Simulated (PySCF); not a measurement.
Compound: C6H5N2O (charge -1).
Numbering: `[CH3:1][O:2][c:3]1[cH:4][n-:5][cH:6][c:7]1[C:8]#[N:9]` (hydrogens: H10, H11, H12 on C1; H13 on C4; H14 on C6)

The geometry is computed with GFN2-xTB (gas phase).

Problem. List the bond lengths, angles and torsions at this level.

Solution. 
```tsv
bond	length (pm)
C1–O2	139.0
O2–C3	139.9
C3–C4	137.5
C4–N5	136.3
N5–C6	132.6
C6–C7	141.1
C7–C8	137.9
C8≡N9	115.9
C3–C7	142.2
C1–H10, C1–H11, C1–H12	109.8
C4–H13	107.9
C6–H14	107.9
```

Bonds in one row agree within 1 pm and their mean is given. A selection of angles:
```tsv
angle	degrees
C1–O2–C3	114.3
O2–C3–C4	130.1
O2–C3–C7	123.6
C4–C3–C7	106.2
C3–C4–N5	111.5
C4–N5–C6	106.0
N5–C6–C7	112.3
C6–C7–C8	126.8
C3–C7–C6	104.0
C3–C7–C8	129.2
C7–C8–N9	177.7
```

Dihedral angles: C1–O2–C3–C4 6° (synperiplanar). The mirror-image conformer, all signs reversed, is as good.

The 5-membered ring C3–C4–N5–C6–C7 has internal angles of 104.0° to 112.3°; it is planar, 0.00 Å rms from its mean plane, widest ring torsion 0°. C3 (aromatic carbon bearing oxygen) is planar (angles 130.1°, 123.6° and 106.2°, sum 360.0°, 0.00 Å off the plane of its three neighbours). C7 (substituted aromatic carbon) is planar (angles 129.2°, 126.8° and 104.0°, sum 360.0°, 0.00 Å off the plane of its three neighbours). C6 (aromatic CH next to a ring nitrogen) is planar (angles 126.4°, 121.3° and 112.3°, sum 360.0°, 0.00 Å off the plane of its three neighbours). C4 (aromatic CH next to a ring nitrogen) is planar (angles 128.9°, 119.6° and 111.5°, sum 360.0°, 0.00 Å off the plane of its three neighbours). The C–C distances run from 1.375 Å (C3–C4, aromatic) to 1.422 Å (C3–C7, aromatic), a spread of 0.047 Å. The C–N distances run from 1.159 Å (C8≡N9, drawn triple) to 1.363 Å (C4–N5, aromatic), a spread of 0.204 Å.

Point group: near Cs, missed by 0.18 Å at most; the miss may be what the optimiser left on a soft mode. Stationary, but not proved a minimum.
